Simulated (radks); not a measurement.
The mean radii <r> (bohr) of the occupied orbitals of an atom or ion are listed with their occupations. Method: scalar-relativistic Kohn-Sham, PBE, spin-unpolarised, spherical densities, point nucleus; computed with a radial shooting solver on a logarithmic mesh with Libxc functionals.

| orbital | occ. | <r> |
|---|---|---|
| 1s | 2 | 0.01966 |
| 2s | 2 | 0.08333 |
| 2p | 6 | 0.07415 |
| 3s | 2 | 0.2167 |
| 3p | 6 | 0.2162 |
| 3d | 10 | 0.1961 |
| 4s | 2 | 0.4879 |
| 4p | 6 | 0.5183 |
| 4d | 10 | 0.5602 |
| 5s | 2 | 1.207 |
| 5p | 6 | 1.440 |
| 4f | 14 | 0.7807 |
| 5f | 1 | 8.749 |

Name the element and its charge.

Answer. Z = 70, ytterbium, charge +1: Yb+ in [Xe] 4f14 5f1. The 1s radius gives Z: for a bare nucleus <r> = (2 gamma + 1)/(2Z) with gamma = sqrt(1 - (Z/c)^2), 0.01942 bohr for Z = 70, and screening makes it slightly larger (0.01966 here). The occupations add up to 69, and the charge is Z minus that.
